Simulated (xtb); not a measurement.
C₂H₅NOSi, SMILES N#CC[SiH2]O. All values are semi-empirical tight-binding results from xtb (GFN2-xTB unless named), good for trends rather than for accurate numbers. Coordinates come from a GFN2-xTB optimisation. This is a generated structure with no PubChem entry under its InChIKey; it may be hypothetical. One conformer was computed; it need not be the lowest.

* **point group as xtb finds it**: Cs
* **orbital gap**: 5.66 eV
* **dipole moment**: 5.12 D
* **zero-point energy**: 40.9 kcal/mol
* **G − E(el) at 298.15 K (modified RRHO)**: 21.8 kcal/mol
* **static polarisability (D4 model)**: 61.6 bohr³
* **solvation energy, GFN2-xTB/ALPB(water)**: -10.1 kcal/mol
* **solvation energy, GFN2-xTB/ALPB(benzene)**: -5.5 kcal/mol
